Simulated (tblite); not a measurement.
C5H5O2 (doublet state).
Structure used (GFN2-xTB), in Å, numbered top down from 1:
```xyz
12
C5H5O2 angstrom
C      1.9117    0.0915    0.0959
C      0.5666    0.1016   -0.1146
C     -0.1282    0.6227   -1.2006
O     -1.4711    0.4683   -1.0979
C     -1.7760   -0.1693    0.0671
O     -2.8994   -0.4233    0.3895
C     -0.4828   -0.4625    0.8050
H      2.5869    0.5215   -0.6197
H      2.3302   -0.3463    0.9826
H      0.2325    1.1144   -2.0823
H     -0.3766   -1.5363    0.9644
H     -0.4926    0.0171    1.7847
```

Computed values, GFN2-xTB/tblite, gas phase, harmonic and unscaled. Errors from tens to a few hundred cm⁻¹ against measured bands are possible. One conformer, not necessarily the lowest. Open shells enter through the occupations alone, without spin polarisation, and single modes of such species can be off by tens of per cent.

Harmonic wavenumbers (cm⁻¹): 126.8, 294.4, 304.5, 435.0, 495.6, 539.9, 552.2, 587.3, 652.7, 722.9, 768.0, 875.7, 910.4, 931.6, 967.3, 1063.5, 1064.4, 1124.0, 1202.3, 1235.4, 1347.1, 1397.1, 1408.8, 1529.9, 1808.0, 2983.4, 3002.2, 3132.2, 3165.4, 3169.7.

A = 7153, B = 2185, C = 1691 MHz; mass 97.029 u (most abundant isotopes); point group Cs, symmetry number 1; spin multiplicity 2.

**Question.** Zero-point energy?

**Answer.** Half the sum of the wavenumbers: 18899 cm⁻¹ = 54.03 kcal/mol.

**Question.** Give the ideal-gas entropy at 200 K and 1 bar in the rigid-rotor, harmonic-oscillator model (classical rotation).

**Answer.** Translation 37.67, rotation 25.71, vibration 5.37, spin (R ln 2) 1.38: S = 70.1 cal/(mol K).

**Question.** And Cp and H(200 K) − H(0)?

**Answer.** Cp = 17.67 cal/(mol K), of which vibrations give 9.72 (their classical limit is 30 R = 59.6); H(200 K) − H(0) = 2.30 kcal/mol without the zero-point energy, 0.71 from vibrations.

**Question.** Which modes carry the vibrational entropy at 200 K?

**Answer.** 126.8 cm⁻¹: 2.24; 294.4 cm⁻¹: 0.83; 304.5 cm⁻¹: 0.78; 435.0 cm⁻¹: 0.37; 495.6 cm⁻¹: 0.26; 539.9 cm⁻¹: 0.20 cal/(mol K); the other 24 give 0.68 together.

**Question.** What must be added to the electronic energy to get the Gibbs energy at 200 K and 1 bar?

**Answer.** ZPE + [H(200 K) − H(0)] − T·S = 54.03 + 2.30 − 14.03 = 42.30 kcal/mol.

Hindered rotation and anharmonicity are outside this model. Other conformers, if any are populated, would add a mixing term that is left out.
